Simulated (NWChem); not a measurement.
**CH₃O₂ (+1) in NWChem**

```xyz
6

O     -0.3334     1.0958     0.0000
C     -0.3909    -0.1593     0.0000
O      0.6641    -0.8569     0.0000
H      0.5751     1.4691     0.0000
H     -1.4009    -0.6001     0.0000
H      0.5253    -1.8244     0.0000
```
Charge +1, spin multiplicity 1.

All runs are NWChem calculations. The geometry was optimised at PBE0/def2-SVP, a minimum by its harmonic frequencies. It is one conformer; others weren't searched.

Symmetry labels belong to the abelian group Cs used in the runs, with the axes of the coordinates shown.

B3LYP has NWChem's definition, with VWN1-RPA local correlation. The structure started from a generated list of species.

### Question
List the lowest 4 singlet excitations that TD-B3LYP/def2-SVPD, VWN1-RPA local correlation gives, with oscillator strengths.

### Answer
| state | symmetry | energy (eV) | wavelength (nm) | f |
|---|---|---|---|---|
| 1 | a" | 8.11 | 153 | 0.002 |
| 2 | a" | 8.57 | 145 | 0.004 |
| 3 | a' | 8.90 | 139 | 0.201 |
| 4 | a" | 10.74 | 115 | 0.003 |
